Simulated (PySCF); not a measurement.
C3H6FNSi, SMILES F[Si@H]1C=CCN1.

Coordinates come from a PBE0-D3(BJ)/def2-SVP optimisation. The structure was generated by enumeration; whether it is a known compound was not checked. Other conformers were not sampled.

Method: SMD-B3LYP/6-31G* in PySCF.

Solvation free energies are E(SMD) − E(gas) at the gas-phase geometry, for 1 M in both phases. In vacuum the dipole moment is 2.51 D.

```
solvent       ΔG(solv) (kcal/mol)  its non-electrostatic (CDS) part  dipole (D)
------------  -------------------  --------------------------------  ----------
water                        -1.8                               3.4        3.32
n-hexane                     -3.0                              -1.1        2.79
acetonitrile                    …                                 …           …
```

Q: What belongs in the gaps? (Estimate from the structure and the level; the computed values follow.)

A: 
- acetonitrile, ΔG(solv) (kcal/mol): -5.0
- acetonitrile, its non-electrostatic (CDS) part: 0.1
- acetonitrile, dipole (D): 3.30
